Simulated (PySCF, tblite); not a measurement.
Isomers of C5H10OSi3. Computed values, GFN2-xTB/tblite, gas phase, harmonic and unscaled. This tight-binding method is rough: wavenumbers can miss measured ones by several per cent, in bad cases by 10 to 20. Modes of hydrogen on silicon can be 10 to 20 % off. One conformer each.

Electronic energies: PBE0/pcSseg-1 single points on the GFN2-xTB geometries (PySCF, gas phase).

```
                           SMILES  electronic energy, lowest = 0 (kJ/mol)
C#C[C@@H]1C=C[SiH2][Si@H]1O[SiH3]                                   108.3
    c1coc([SiH]2[SiH2]C[SiH2]2)c1                                   101.1
     C#C[Si](C#C)(O[SiH3])[SiH2]C                                   164.2
 C#C[Si@@H]1C=C[Si@@H](O[SiH3])C1                                     0.0
```

Q: How do GFN2-xTB zero-point energies change the relative energies?

A: 
```json
{"SMILES": "C#C[Si@@H]1C=C[Si@@H](O[SiH3])C1", "ZPE (kJ/mol)": "321.7", "of it from modes above 1550 cm⁻¹": "182.0", "electronic (kJ/mol)": "0.0", "with ZPE, lowest = 0 (kJ/mol)": "0.0", "lowest mode (cm⁻¹)": "2i", "rings": "1"}
{"SMILES": "c1coc([SiH]2[SiH2]C[SiH2]2)c1", "ZPE (kJ/mol)": "330.1", "of it from modes above 1550 cm⁻¹": "167.1", "electronic (kJ/mol)": "101.1", "with ZPE, lowest = 0 (kJ/mol)": "109.5", "lowest mode (cm⁻¹)": "27", "rings": "2"}
{"SMILES": "C#C[C@@H]1C=C[SiH2][Si@H]1O[SiH3]", "ZPE (kJ/mol)": "316.4", "of it from modes above 1550 cm⁻¹": "177.3", "electronic (kJ/mol)": "108.3", "with ZPE, lowest = 0 (kJ/mol)": "103.1", "lowest mode (cm⁻¹)": "18i", "rings": "1"}
{"SMILES": "C#C[Si](C#C)(O[SiH3])[SiH2]C", "ZPE (kJ/mol)": "312.0", "of it from modes above 1550 cm⁻¹": "187.3", "electronic (kJ/mol)": "164.2", "with ZPE, lowest = 0 (kJ/mol)": "154.6", "lowest mode (cm⁻¹)": "13", "rings": "0"}
```

The zero-point energies span 18.1 kJ/mol, from `C#C[Si](C#C)(O[SiH3])[SiH2]C` to `c1coc([SiH]2[SiH2]C[SiH2]2)c1`. Slightly imaginary modes are left out of the zero-point energy: `C#C[Si@@H]1C=C[Si@@H](O[SiH3])C1` 2.1i cm⁻¹ and `C#C[C@@H]1C=C[SiH2][Si@H]1O[SiH3]` 17.6i cm⁻¹. The lowest isomer stays, but the order above it changes.

Q: And how do the electronic energies of GFN2-xTB itself compare?

A: `C#C[Si@@H]1C=C[Si@@H](O[SiH3])C1` 31.3; `c1coc([SiH]2[SiH2]C[SiH2]2)c1` 167.2; `C#C[C@@H]1C=C[SiH2][Si@H]1O[SiH3]` 0.0; `C#C[Si](C#C)(O[SiH3])[SiH2]C` 140.6 kJ/mol, lowest = 0. Against the energies above, taken from the same isomer `C#C[Si@@H]1C=C[Si@@H](O[SiH3])C1`, the largest difference is 139.6 kJ/mol.
